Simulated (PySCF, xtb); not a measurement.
C₆H₇, SMILES C1CC=CC=[C]1, multiplicity 2. Other conformers were not sampled.

Harmonic wavenumbers (cm⁻¹) from GFN2-xTB (xtb) at its own minimum, in rising order: 152, 283, 409, 456, 542, 696, 744, 812, 875, 905, 918, 972, 987, 1015, 1068, 1135, 1147, 1188, 1220, 1287, 1303, 1326, 1450, 1460, 1651, 1720, 2907, 2918, 2964, 2972, 3057, 3074, 3087.

### Question
What does PySCF with B3LYP-D3(BJ)/def2-SVP give at its own minimum? (The exact figures need the calculation; the answer reports its results.)

### Answer
185, 322, 452, 487, 578, 679, 744, 836, 864, 923, 961, 971, 988, 1015, 1043, 1154, 1163, 1223, 1262, 1321, 1345, 1391, 1433, 1444, 1646, 1712, 2986, 2995, 3074, 3076, 3159, 3167, 3185. Paired by order, the mean absolute difference is 39 cm⁻¹ and the zero-point energies are 66.8 and 68.3 kcal/mol.
